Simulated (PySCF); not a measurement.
Energy of Ta²⁺ (tantalum, charge +2) between two integer charges

The 5d alpha orbital of [Xe] 4f14 5d3 is emptied in steps (occupation f), with all orbitals relaxed, ending at [Xe] 4f14 5d2. Computed with PySCF 2.14 in def2-SVP with the def2 core potential (60 electrons) (6s3p2d1f, 32 functions), with a scalar-relativistic core potential. The exact energy is a straight line in f; departures are measured from the line between the end points of the same method.

| f | CAM-B3LYP (eV) |
| --- | --- |
| 1 | 0.000 |
| 0.8 | -0.397 |
| 0.6 | -0.599 |
| 0.4 | -0.602 |
| 0.2 | -0.403 |
| 0 | 0.000 |

```tsv
method	E(f=0) − E(f=1) (eV)	−ε at f=1 (eV)	−ε at f=0.4 (eV)
CAM-B3LYP	24.390	21.922	24.877
```

Orbital energy along the path (eV):

```tsv
f	CAM-B3LYP
1	-21.922
0.8	-22.890
0.6	-23.877
0.4	-24.877
0.2	-25.889
0	-26.933
```

Reference removal energy between the ground levels: 23.1 ± 1.6 eV (theoretical estimate listed by NIST; NIST Atomic Spectra Database, ionization energies). The calculation has no spin-orbit coupling. The determinant left behind need not be the lowest term of the ion.
